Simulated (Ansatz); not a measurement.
Relaxation of H$_{3}$InO$_{3}$ (7 atoms, charge 0, multiplicity 1), to a largest force component of 0.015 eV/Å in at most 40 steps.

Level of theory: Ansatz 0.2.0, RKS PBE0/def2-SVP.

```xyz
7
Properties=species:S:1:pos:R:3:forces:R:3
O -1.745 0.240 0.398 -2.67 3.64 -0.40
In -0.317 -0.962 0.187 1.61 0.17 4.84
O 1.115 -0.105 1.460 -0.05 0.47 -0.61
O 0.484 -1.032 -1.454 2.21 -0.58 -5.13
H -1.398 1.109 0.003 -0.91 -1.83 0.93
H 1.285 0.776 1.014 -0.32 -1.46 0.67
H 0.637 -0.093 -1.654 0.14 -0.40 -0.30
```

Q: Where does it end, and by what steps?

A: The run converged. After 15 steps the energy has fallen by 2.396 eV; H7 moved furthest, 1.32 Å.

```csv
step,energy less start (eV),largest force component (eV/Å),accepted
0,0.0000,5.126,yes
1,-1.2341,0.881,yes
2,-1.6069,0.604,yes
3,-1.8510,0.856,yes
4,-2.0213,0.354,yes
5,-2.0706,0.215,yes
6,-2.1012,0.226,yes
7,-2.1662,0.649,yes
8,-2.2897,0.345,yes
9,-2.3449,0.569,yes
10,-2.3491,0.532,yes
11,-2.3748,0.141,yes
12,-2.3756,0.155,yes
13,-2.3956,0.065,yes
14,-2.3959,0.048,yes
15,-2.3964,0.005,yes
```

```xyz
7
Properties=species:S:1:pos:R:3
O -1.956 0.524 0.133
In -0.093 -0.079 -0.212
O 1.429 0.146 1.065
O 0.313 -0.970 -1.936
H -2.049 0.938 0.999
H 1.171 0.586 1.883
H 1.246 -1.213 -1.977
```

The run took 65 s on 1 thread of Arm Neoverse V1, on a shared host, peak memory 0.17 GiB.
